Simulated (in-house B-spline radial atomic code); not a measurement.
# RPA and G0W0 on r2SCAN0: Cl7+

Configuration [He] 2s2 2p6, mean-field start r2SCAN0. Computed with a B-spline radial code for spherical atoms: all electrons, scalar-relativistic (spin-free one-electron X2C), finite nucleus, each spin shell either full or empty, empty states to l = 9 with an (l + 1/2)⁻⁴ tail; G0W0 by contour deformation at full frequency.

Command:
```bash
python run_gw.py task.json out
```
Settings (radii: box in bohr, nucleus in fm):
```
Z                        17
electrons                10
configuration            [He] 2s2 2p6
hamiltonian              x2c
method                   r2scan0
lmax                     9
rms_radius               3.3654
spin_polarised           False
box_radius               8.41
intervals                67
```

Cost of the run: 1.2 s on 1 thread of Arm Neoverse N1, with other jobs on the host.

Energies (hartree):

| term | value |
| --- | --- |
| mean-field total | -446.56167 |
| Hartree-Fock functional on these orbitals | -446.15405 |
| direct second order | -0.65087 |
| second-order exchange | 0.23052 |
| SOSEX correction | 0.219 |

Q: What is the RPA correlation energy, and what remains with SOSEX?

A: RPA gives -0.60481 hartree (-1.65 eV per electron); RPA + SOSEX gives -0.38581, and the second-order doubles -0.42035 hartree (no singles). RPA lacks exchange-type terms and so overcorrelates at short range.

Quasi-particle levels (eV):

| level | occupied | mean field | Σx - vxc | Σc | QP weight | G0W0 |
| --- | --- | --- | --- | --- | --- | --- |
| 2p | yes | -332.45 | -18.09 | ? | ? | ? |
| 2s | yes | -396.70 | -23.37 | 4.31 | 0.979 | -415.75 |
| 1s | yes | -2928.04 | -74.22 | 24.84 | 0.932 | -2977.42 |
| 3s | no | -115.94 | 2.39 | -0.64 | 0.998 | -114.19 |

G0W0 = mean field + (Σx - vxc) + Σc, with Σc (partial-wave tail included) taken at the quasi-particle energy.

Q: Where does G0W0 put 2p?

A: At -348.72 eV, with Σc = 1.81 eV and a quasi-particle weight of 0.984. The tabulated removal energy is 348.306 ± 0.007 eV (NIST, measured); the calculation leaves out spin-orbit coupling, Breit and QED terms, and what these don't explain is the method's own error.
